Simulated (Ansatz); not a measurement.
Zn₆Te₆H₂₂⁺. Total charge 1; doublet. Geometry PBE-D4/def2-SVP, loosely relaxed, that of the neutral singlet; atoms count from 1.

```
atom   x (Å)   y (Å)   z (Å)
 Zn1   3.937   1.283  -1.147
 Zn2  -1.256  -2.139  -2.395
 Zn3   1.207   0.407   4.135
 Zn4  -2.274  -2.234   0.294
 Zn5  -0.366   1.434   0.073
 Zn6  -2.702   0.203  -1.982
 Te7   3.094   1.148   1.828
 Te8   0.167  -1.221  -0.214
 Te9   1.204   2.649  -1.640
Te10  -0.943   0.410  -4.123
Te11  -0.801   2.011   2.561
Te12  -3.948  -0.316   1.287
 H13   2.924   0.153  -1.578
 H14   5.135   2.268  -1.036
 H15  -0.895  -3.283  -3.375
 H16   2.124  -2.237  -3.497
 H17   0.479  -0.707   3.286
 H18   1.844   1.229   5.293
 H19  -2.648  -3.752   0.308
 H20  -1.548  -2.918   2.934
 H21  -1.783   0.941  -0.744
 H22  -2.664  -1.530  -1.590
 H23  -4.129   0.741  -2.340
 H24   4.579   0.501   2.313
 H25   3.604   2.668   2.330
 H26   1.303  -2.241   0.496
 H27   2.492  -1.669  -3.125
 H28   0.333   4.098  -1.538
 H29   0.359  -0.626  -3.811
 H30  -0.013   1.677  -3.028
 H31  -1.054  -2.344   3.096
 H32  -1.037   3.657   2.232
 H33  -3.984  -1.069   2.797
 H34  -2.737   0.809   1.899
```

In the def2 sets Te takes a core potential; there is no spin–orbit coupling. Single mean-field runs in def2-TZVP are fitted with def2-universal-jkfit. The geometry of the charge 1 doublet is only loosely relaxed. In the doublet geometry the species has come apart into loosely held pieces.

(1) Estimate the Mulliken populations of the heavy atoms from the PBE0/def2-TZVP orbitals of Ansatz.

(2) Where does the spin sit?

(3) And the Mayer bond orders between bonded heavy atoms (over 0.3)?

Results:

(1) 
```json
{"atom": "Zn1", "charge (e)": "0.10", "spin (α − β)": "0.00", "d electrons": "10.03"}
{"atom": "Zn2", "charge (e)": "0.10", "spin (α − β)": "0.00", "d electrons": "10.05"}
{"atom": "Zn3", "charge (e)": "0.08", "spin (α − β)": "0.00", "d electrons": "10.03"}
{"atom": "Zn4", "charge (e)": "0.09", "spin (α − β)": "0.00", "d electrons": "10.07"}
{"atom": "Zn5", "charge (e)": "0.13", "spin (α − β)": "-0.04", "d electrons": "10.13"}
{"atom": "Zn6", "charge (e)": "-0.04", "spin (α − β)": "-0.01", "d electrons": "10.06"}
{"atom": "Te7", "charge (e)": "-0.01", "spin (α − β)": "0.12", "d electrons": "–"}
{"atom": "Te8", "charge (e)": "-0.16", "spin (α − β)": "0.05", "d electrons": "–"}
{"atom": "Te9", "charge (e)": "-0.05", "spin (α − β)": "0.34", "d electrons": "–"}
{"atom": "Te10", "charge (e)": "0.00", "spin (α − β)": "0.19", "d electrons": "–"}
{"atom": "Te11", "charge (e)": "-0.07", "spin (α − β)": "0.37", "d electrons": "–"}
{"atom": "Te12", "charge (e)": "0.04", "spin (α − β)": "0.06", "d electrons": "–"}
```
Mulliken values and Mayer orders depend strongly on the basis.

(2) Summed by element: Zn -0.05, Te 1.13, H -0.08, of 1 unpaired in all. Largest on single atoms: Te11 0.37, Te9 0.34, Te10 0.19.

(3) Zn2–Te8 0.48 (2.76 Å); Zn4–Te8 0.57 (2.69 Å); Zn4–Te12 0.59 (2.73 Å); Zn5–Te8 0.50 (2.72 Å); Zn5–Te9 0.69 (2.62 Å); Zn5–Te11 0.75 (2.59 Å); Zn6–Te10 0.46 (2.78 Å).
